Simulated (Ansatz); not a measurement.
`[CH3][Al]([NH2])[CH2]F`, one more setting.

```yaml
crystal:
  periodic: [false, false, false]
  atoms:
    - {symbol: C, position_ang: [-1.196340, 1.109532, 0.925321]}
    - {symbol: Al, position_ang: [0.176261, -0.026683, 0.145321]}
    - {symbol: N, position_ang: [1.667955, -0.404171, 1.023529]}
    - {symbol: C, position_ang: [-0.003009, -0.827359, -1.664297]}
    - {symbol: F, position_ang: [-1.226345, -0.442837, -2.238905]}
    - {symbol: H, position_ang: [-0.932897, 1.463724, 1.924967]}
    - {symbol: H, position_ang: [-1.380981, 1.985442, 0.295717]}
    - {symbol: H, position_ang: [-2.148956, 0.575706, 0.997683]}
    - {symbol: H, position_ang: [2.419127, -0.982370, 0.683413]}
    - {symbol: H, position_ang: [1.889191, -0.066590, 1.946491]}
    - {symbol: H, position_ang: [0.020673, -1.924288, -1.652605]}
    - {symbol: H, position_ang: [0.792421, -0.515207, -2.352636]}
basis:
  gaussian: {orbitals: "6-31G*", point_charges: [{charge: 0.50, position_ang: [6.772, 0.741, -0.449]}]}
hamiltonian: {xc: {name: r2SCANh}, dispersion: d4}
```

```sh
$ ansatz run in.yaml --threads 4 --pin off --events-out ev --progress --plain --max-ram 10444MiB
```

Shortened log:

```
Functional definition: r2SCANh
938 factors; integrals over basis functions are off by at most 6.2e-4 eV
mean field evaluation 1: about -12975.6915 eV, gradient 7.5e1 eV
mean field evaluation 2: about -12961.8199 eV, gradient 1.0e2 eV
mean field evaluation 4: about -12987.3141 eV, gradient 4.8e0 eV
mean field evaluation 8: about -12987.4693 eV, gradient 3.3e-1 eV
mean field evaluation 16: about -12987.4696 eV, gradient 3.7e-5 eV
mean field -12987.46956922 eV, -477.2807034459 hartree, gradient 3.7e-5 eV, S^2 0.000000; 0 other end points of the search recorded, 0 dependent functions left out
reference -12987.46958013 eV, -477.2807038468 hartree; 24, 24 occupied and 69, 69 virtual orbitals, 938 factors
Total energy: -12987.52373306 eV, -477.2826939300 hartree
```

Run time 0.65 s (4 threads of an AMD EPYC 9R45 on a shared host); peak host memory 0.51 GiB.
